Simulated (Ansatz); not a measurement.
Cost and result up the ladder for Ga₉As₉H₂₈, a nanocrystal cut from zinc blende GaAs (hydrogen-capped) (46 atoms). The state is a singlet with charge 0. Geometry: PBE-D4/def2-SVP.

Cartesian coordinates in Å:
```
Ga -4.455 -0.794 1.335
Ga -1.487 2.618 -3.977
Ga 2.499 2.855 -1.865
Ga -0.755 0.675 -0.021
Ga -1.449 -3.115 -0.666
Ga 1.739 -1.028 -2.248
Ga 1.649 -2.029 1.810
Ga -2.223 -3.447 3.559
Ga 4.796 0.860 0.622
As -1.972 0.917 -2.190
As -2.537 0.884 1.672
As -2.994 -2.792 1.284
As 0.687 2.716 -0.108
As 1.029 2.735 -3.899
As 3.480 0.653 -1.506
As -0.044 -2.110 3.628
As 3.067 -0.026 2.250
As 0.387 -1.438 -0.197
H -5.356 -0.685 2.625
H -4.912 -0.330 -0.111
H -1.930 3.986 -3.323
H -1.936 2.053 -5.372
H 3.261 4.230 -1.781
H -2.183 -2.606 -1.979
H -0.768 -4.535 -0.546
H 0.777 -0.154 -3.184
H 2.465 -2.328 -2.761
H 2.525 -3.333 1.722
H -3.116 -2.798 4.690
H -1.691 -4.934 3.569
H 4.980 2.394 0.954
H 5.937 -0.228 0.653
H -3.438 1.103 -1.805
H -2.075 -0.513 -2.705
H -2.933 2.359 1.665
H -1.833 0.881 3.026
H -4.054 -3.869 1.042
H -0.235 3.933 -0.126
H 1.300 2.947 1.268
H 1.364 4.006 -4.677
H 1.662 1.742 -4.860
H 4.564 0.672 -2.585
H -0.321 -0.641 3.942
H 0.720 -2.409 4.917
H 2.087 1.082 2.631
H 3.718 -0.156 3.626
```

Ansatz on 11 threads of AMD EPYC 7R13 on a shared host and a whole NVIDIA H100 80GB HBM3. Times are rough, and most runs start from the orbitals of an earlier one. PBE0-D4/def2-TZVP serves as the yardstick here, not as an exact answer. Differences are given only for rows in sets of like size (and for xTB, whose basis is part of the method), since another set adds its own error. Binding counts from free atoms at the same level (Ga doublet, As quartet, H doublet; other spins of the atoms weren't run), without zero-point energy or a counterpoise term.

The 6-31G sets use Cartesian d functions. B3LYP takes the VWN-RPA correlation. Correlated methods freeze 162 core orbitals; core or outer-core shells of Ga, As are correlated, in sets that lack core-valence functions. Single mean-field runs in 6-31G, def2-SVP, def2-TZVP are fitted with def2-universal-jkfit.

Correlated methods converge slowly with the basis.

| level | functions | binding energy per atom (eV) | difference from PBE0-D4/def2-TZVP (eV) |
| --- | --- | --- | --- |
| HF/6-31G | 578 | 1.57 | – |
| PBE0-D4/def2-SVP | 716 | 2.55 | – |
| B3LYP-D4/6-31G | 578 | 2.53 | – |
| PBE-D4/def2-SVP | 716 | 2.55 | – |
| PBE0-D4/def2-TZVP | 1032 | 2.54 | 0.00 |
| PBE-D4/def2-TZVP | 1032 | 2.55 | 0.01 |
| BLYP-D4/def2-TZVP (with forces) | 1032 | 2.53 | -0.02 |
| r2SCAN-D4/def2-TZVP (with forces) | 1032 | 2.57 | 0.03 |
| MP2/def2-TZVP | 1032 | 2.45 | -0.10 |

(1) Estimate how long each takes.

Results:

(1) B3LYP-D4/6-31G 6 s; PBE-D4/def2-SVP 6 s; PBE0-D4/def2-SVP 7 s; HF/6-31G 7 s; PBE-D4/def2-TZVP 8 s; BLYP-D4/def2-TZVP (with forces) 8 s; r2SCAN-D4/def2-TZVP (with forces) 8.5 s; PBE0-D4/def2-TZVP 11 s; MP2/def2-TZVP 17 s. On shared hardware such times vary by a factor of up to 3.
